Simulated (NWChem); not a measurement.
System: CAuClO; SMILES [O+]#[C-]->[Au][Cl]

def2 effective core potentials on Au; no spin-orbit coupling.

### Question
Give the equilibrium geometry at PBE0/def2-SVP with def2 effective core potentials on Au (NWChem) as a list of bonds and angles, with the point group.

### Answer
point group C*v; any orientation.
Bond lengths (Å): Au1–Cl2 2.253, Au1–C4 1.900, O3–C4 1.132. Angles (°): Cl2–Au1–C4 179.8, Au1–C4–O3 179.7.
